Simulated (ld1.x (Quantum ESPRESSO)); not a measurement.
**Fe (Z = 26), PAW: configuration errors across variants**

* Element: Fe
* Generator: ld1.x (Quantum ESPRESSO) 7.5
* Type: PAW
* Functional: PBE
* Relativity: scalar-relativistic
* Frozen core: [Ne]
* Valence charge: 16
* Reference configuration: 3s2 3p6 3d6 4s2 4p0
* Partial waves: 3s (bound): rcut 1.10, rcutus 1.25 bohr; 4s (bound): rcut 1.10, rcutus 1.25 bohr; 3p (bound): rcut 1.20, rcutus 1.45 bohr; 4p (bound, empty): rcut 1.20, rcutus 1.45 bohr; 3d (bound): rcut 1.40, rcutus 1.55 bohr; 3d channel at 0.05 Ry: rcut 1.40, rcutus 1.55 bohr
* Local potential: all-electron potential smoothed inside 1.55 bohr (lloc = -1)
* Core correction: Bessel-smoothed model core inside 1.20 bohr
* Augmentation charge: GAUSS, radius 0.90 bohr

All-electron excitation energies from the reference (eV): (1) 3s2 3p6 3d6 4s1 4p0 8.729; (2) 3s2 3p6 3d6 4s0 4p0 24.932; (3) 3s2 3p6 3d5 4s0 4p0 59.155; (4) 3s1 3p6 3d6 4s2 4p0 101.878; (5) 3s2 3p6 3d5 4s2 4p0 14.207; (6) 3s2 3p5 3d6 4s2 4p0 67.679; (7) 3s2 3p6 3d6.5 4s1.5 4p0 -0.727.

The overlap operator is not positive definite (basis up to 400 Ry) in “waves 3s (bound): rcut 1.10, rcutus 1.50 bohr; 4s (bound): rcut 1.10, rcutus 1.50 bohr”. Such files are unfit for use, however small their errors in these radial tests.

2 further variants failed, have other tests or too few solved ones, and are left out.

Errors AE − PS in meV (a dash: test not solved or not reliable):

| change | (1) | (2) | (3) | (4) | (5) | (6) | (7) | bound ghosts |
| --- | --- | --- | --- | --- | --- | --- | --- | --- |
| base | -0.7 | -1.5 | 0.0 | -26 | +13 | -22 | +0.4 | none |
| augmentation PSQ, radius 1.05 bohr | -0.8 | -2.6 | -3.9 | -25 | 0.0 | -27 | -0.7 | none |
| waves 3s (bound): rcut 1.10, rcutus 1.50 bohr; 4s (bound): rcut 1.10, rcutus 1.50 bohr | -1.5 | -6.6 | -5.0 | – | – | – | – | not determined (overlap not positive) |
| core correction Bessel-smoothed model core inside 0.98 bohr | -0.7 | -1.5 | 0.0 | -26 | +13 | -22 | +0.4 | none |

(1) Give the same row for: local potential all-electron potential smoothed inside 1.50 bohr (lloc = -1).

## Answers

(1) -0.3, +0.1, +8.3, -23, +41, -13, +2.9; bound ghosts: none.
